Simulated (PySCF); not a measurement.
A calculated (M06-L, PySCF 2.14, def2-TZVP, the non-relativistic Hamiltonian (point nucleus)) atom or ion has these occupied shells.

```json
{"shell": "1s α", "electrons": "1", "orbital energy (eV)": "-3545.2", "rms radius, mean of both spins (bohr)": "0.0945"}
{"shell": "1s β", "electrons": "1", "orbital energy (eV)": "-3544.9", "rms radius, mean of both spins (bohr)": "0.0945"}
{"shell": "2s α", "electrons": "1", "orbital energy (eV)": "-381.01", "rms radius, mean of both spins (bohr)": "0.421"}
{"shell": "2s β", "electrons": "1", "orbital energy (eV)": "-380.87", "rms radius, mean of both spins (bohr)": "0.421"}
{"shell": "2p α", "electrons": "3", "orbital energy (eV)": "-307.33", "rms radius, mean of both spins (bohr)": "0.390"}
{"shell": "2p β", "electrons": "3", "orbital energy (eV)": "-306.99", "rms radius, mean of both spins (bohr)": "0.390"}
{"shell": "3s α", "electrons": "1", "orbital energy (eV)": "-58.288", "rms radius, mean of both spins (bohr)": "1.33"}
{"shell": "3s β", "electrons": "1", "orbital energy (eV)": "-55.970", "rms radius, mean of both spins (bohr)": "1.33"}
{"shell": "3p α", "electrons": "3", "orbital energy (eV)": "-40.388", "rms radius, mean of both spins (bohr)": "1.46"}
{"shell": "3p β", "electrons": "2", "orbital energy (eV)": "-38.751", "rms radius, mean of both spins (bohr)": "1.46"}
```

Task: Name the element and its charge.

Result: K²⁺ (potassium, charge +2), in [Ne] 3s2 3p5, 2P determinant.
